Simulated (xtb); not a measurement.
xtb job for CH4F2OSn, SMILES [OH][Sn]([CH3])([F])[F], GFN2-xTB. 

```
$ xtb mol.xyz --gfn 2 --sp --chrg 0 --uhf 0 --json
$ cat mol.xyz
9

C     -2.10370314    -0.63038197    -0.01191618
Sn    -0.03114976    -0.03304842    -0.01146115
O      1.30981828    -1.24278266    -0.70830555
F      0.30287002     1.63218285    -0.99125715
F      0.66642103     0.41814981     1.76567287
H     -2.35087081    -0.93139214     1.00012844
H     -2.68479823     0.23028671    -0.32530887
H     -2.19742196    -1.45417268    -0.71014918
H      2.21063236    -0.92074201    -0.62341269
```

Output:

```
[banner left out]
          |                Calculation Setup                |
           -------------------------------------------------



           -------------------------------------------------
          |                 G F N 2 - x T B                 |
           -------------------------------------------------

        Reference                      10.1021/acs.jctc.8b01176
      * Hamiltonian:
        H0-scaling (s, p, d)           1.850000    2.230000    2.230000
        zeta-weighting                 0.500000
      * Dispersion:
        s8                             2.700000
        a1                             0.520000
        a2                             5.000000
        s9                             5.000000
      * Repulsion:
        kExp                           1.500000    1.000000
        rExp                           1.000000
      * Coulomb:
        alpha                          2.000000
        third order                    shell-resolved
        anisotropic                    true
        a3                             3.000000
        a5                             4.000000
        cn-shift                       1.200000
        cn-exp                         4.000000
        max-rad                        5.000000


          ...................................................
          :                      SETUP                      :
          :.................................................:
          :  # basis functions                  30          :
          :  # atomic orbitals                  29          :
          :  # shells                           15          :
          :  # electrons                        32          :
          :  max. iterations                   250          :
          :  Hamiltonian                  GFN2-xTB          :
          :  restarted?                      false          :
          :  GBSA solvation                  false          :
          :  PC potential                    false          :
          :  electronic temp.          300.0000000     K    :
          :  accuracy                    1.0000000          :
          :  -> integral cutoff          0.2500000E+02      :
          :  -> integral neglect         0.1000000E-07      :
          :  -> SCF convergence          0.1000000E-05 Eh   :
          :  -> wf. convergence          0.1000000E-03 e    :
          :  Broyden damping             0.4000000          :
          :  net charge                          0          :
          :  unpaired electrons                  0          :
          ...................................................

 iter      E             dE          RMSdq      gap      omega  full diag
   1    -17.1236632 -0.171237E+02  0.197E+01    4.63       0.0  T
   2    -16.2389318  0.884731E+00  0.282E+01   10.27       1.0  T
   3    -19.6124024 -0.337347E+01  0.103E+01    4.77       1.0  T
   4    -19.8206956 -0.208293E+00  0.695E+00    4.43       1.0  T
   5    -19.8995242 -0.788286E-01  0.202E+00    4.38       1.0  T
   6    -19.9067959 -0.727167E-02  0.249E+00    4.21       1.0  T
   7    -19.9183750 -0.115791E-01  0.153E+00    4.23       1.0  T
   8    -19.9249670 -0.659203E-02  0.207E-01    4.27       1.0  T
   9    -19.9248252  0.141786E-03  0.296E-01    4.27       1.0  T
  10    -19.9249063 -0.810535E-04  0.206E-01    4.26       1.0  T
  11    -19.9250011 -0.948230E-04  0.149E-02    4.26       2.2  T
  12    -19.9250014 -0.304698E-06  0.818E-03    4.26       4.1  T
  13    -19.9250014 -0.459357E-07  0.340E-03    4.26       9.8  T
  14    -19.9250014  0.105261E-07  0.377E-03    4.26       8.8  T
  15    -19.9250014 -0.161421E-07  0.555E-05    4.26     600.7  T
  16    -19.9250014  0.480824E-10  0.162E-04    4.26     206.1  T

   *** convergence criteria satisfied after 16 iterations ***

         #    Occupation            Energy/Eh            Energy/eV
      -------------------------------------------------------------
         1        2.0000           -0.8802045             -23.9516
       ...           ...                  ...                  ...
        10        2.0000           -0.4970256             -13.5248
        11        2.0000           -0.4873573             -13.2617
        12        2.0000           -0.4812864             -13.0965
        13        2.0000           -0.4743677             -12.9082
        14        2.0000           -0.4734592             -12.8835
        15        2.0000           -0.4732556             -12.8779
        16        2.0000           -0.4675091             -12.7216 (HOMO)
        17                         -0.3110094              -8.4630 (LUMO)
        18                         -0.1149126              -3.1269
        19                         -0.1046937              -2.8489
        20                         -0.0742237              -2.0197
        21                         -0.0684549              -1.8628
       ...                                ...                  ...
        29                          0.5345409              14.5456
      -------------------------------------------------------------
                  HL-Gap            0.1564997 Eh            4.2586 eV
             Fermi-level           -0.3892592 Eh          -10.5923 eV

 SCC (total)                   0 d,  0 h,  0 min,  0.007 sec
 SCC setup                      ...        0 min,  0.000 sec (  1.329%)
 Dispersion                     ...        0 min,  0.000 sec (  0.573%)
 classical contributions        ...        0 min,  0.000 sec (  0.264%)
 integral evaluation            ...        0 min,  0.001 sec ( 12.503%)
 iterations                     ...        0 min,  0.005 sec ( 63.804%)
 molecular gradient             ...        0 min,  0.002 sec ( 20.373%)
 printout                       ...        0 min,  0.000 sec (  1.001%)

         :::::::::::::::::::::::::::::::::::::::::::::::::::::
         ::                     SUMMARY                     ::
         :::::::::::::::::::::::::::::::::::::::::::::::::::::
         :: total energy             -19.846618291471 Eh    ::
         :: gradient norm              0.000283517950 Eh/a0 ::
         :: HOMO-LUMO gap              4.258573611263 eV    ::
         ::.................................................::
         :: SCC energy               -19.924995298841 Eh    ::
         :: -> isotropic ES            0.042417119015 Eh    ::
         :: -> anisotropic ES         -0.002244380574 Eh    ::
         :: -> anisotropic XC          0.000306117018 Eh    ::
         :: -> dispersion             -0.004316214629 Eh    ::
         :: repulsion energy           0.078377007370 Eh    ::
         :: add. restraining           0.000000000000 Eh    ::
         :: total charge               0.000000000000 e     ::
         :::::::::::::::::::::::::::::::::::::::::::::::::::::

           -------------------------------------------------
          |                Property Printout                |
           -------------------------------------------------

    * Orbital Energies and Occupations

         #    Occupation            Energy/Eh            Energy/eV
      -------------------------------------------------------------
         1        2.0000           -0.8802045             -23.9516
       ...           ...                  ...                  ...
         4        2.0000           -0.6821953             -18.5635
         5        2.0000           -0.6405328             -17.4298
         6        2.0000           -0.5660350             -15.4026
         7        2.0000           -0.5397349             -14.6869
         8        2.0000           -0.5393470             -14.6764
         9        2.0000           -0.4983737             -13.5614
        10        2.0000           -0.4970256             -13.5248
        11        2.0000           -0.4873573             -13.2617
        12        2.0000           -0.4812864             -13.0965
        13        2.0000           -0.4743677             -12.9082
        14        2.0000           -0.4734592             -12.8835
        15        2.0000           -0.4732556             -12.8779
        16        2.0000           -0.4675091             -12.7216 (HOMO)
        17                         -0.3110094              -8.4630 (LUMO)
        18                         -0.1149126              -3.1269
        19                         -0.1046937              -2.8489
        20                         -0.0742237              -2.0197
        21                         -0.0684549              -1.8628
        22                         -0.0565843              -1.5397
        23                          0.0904583               2.4615
        24                          0.0937659               2.5515
        25                          0.1837730               5.0007
        26                          0.2006803               5.4608
        27                          0.3508116               9.5461
       ...                                ...                  ...
        29                          0.5345409              14.5456
      -------------------------------------------------------------
                  HL-Gap            0.1564997 Eh            4.2586 eV
             Fermi-level           -0.3892592 Eh          -10.5923 eV

     #   Z          covCN         q      C6AA      α(0)
     1   6 C        3.655    -0.123    23.182     6.912
     2  50 Sn       3.098     0.542   356.056    36.844
     3   8 O        1.579    -0.462    22.139     6.349
     4   9 F        0.707    -0.303    12.370     4.153
     5   9 F        0.707    -0.305    12.390     4.156
     6   1 H        0.927     0.106     1.734     2.059
     7   1 H        0.927     0.106     1.727     2.055
     8   1 H        0.927     0.103     1.753     2.071
     9   1 H        0.831     0.335     0.620     1.235

 Mol. C6AA /au·bohr⁶  :       1564.120849
 Mol. C8AA /au·bohr⁸  :      90204.173699
 Mol. α(0) /au        :         65.834914


Wiberg/Mayer (AO) data.
largest (>0.10) Wiberg bond orders for each atom

 ---------------------------------------------------------------------------
     #   Z sym  total        # sym  WBO       # sym  WBO       # sym  WBO
 ---------------------------------------------------------------------------
     1   6 C    3.969 --     8 H    0.964     6 H    0.962     7 H    0.961
                             2 Sn   0.548     3 O    0.204     4 F    0.165
                             5 F    0.163
     2  50 Sn   3.148 --     3 O    0.882     4 F    0.815     5 F    0.814
                             1 C    0.548
     3   8 O    2.165 --     2 Sn   0.882     9 H    0.868     1 C    0.204
                             5 F    0.105     4 F    0.104
     4   9 F    1.159 --     2 Sn   0.815     1 C    0.165     3 O    0.104
     5   9 F    1.157 --     2 Sn   0.814     1 C    0.163     3 O    0.105
     6   1 H    0.989 --     1 C    0.962
     7   1 H    0.989 --     1 C    0.961
     8   1 H    0.989 --     1 C    0.964
     9   1 H    0.888 --     3 O    0.868
 ---------------------------------------------------------------------------

Topologies differ in total number of bonds
Writing topology from bond orders to xtbtopo.mol

molecular dipole:
                 x           y           z       tot (Debye)
 q only:       -1.285      -0.987      -0.240
   full:       -1.498      -1.128      -0.266       4.814
molecular quadrupole (traceless):
                xx          xy          yy          xz          yz          zz
 q only:       11.048       0.906      -5.099      -1.597       0.273      -5.949
  q+dip:       12.162       0.956      -5.844      -1.702       0.038      -6.318
   full:       12.926       1.046      -6.066      -1.824       0.245      -6.860
Note: The following floating-point exceptions are signalling: IEEE_UNDERFLOW_FLAG IEEE_DENORMAL
normal termination of xtb


           -------------------------------------------------
          | TOTAL ENERGY              -19.846618291471 Eh   |
          | GRADIENT NORM               0.000283517950 Eh/α |
          | HOMO-LUMO GAP               4.258573611263 eV   |
           -------------------------------------------------

------------------------------------------------------------------------
------------------------------------------------------------------------
 total:
 SCF:
```

The run converged.
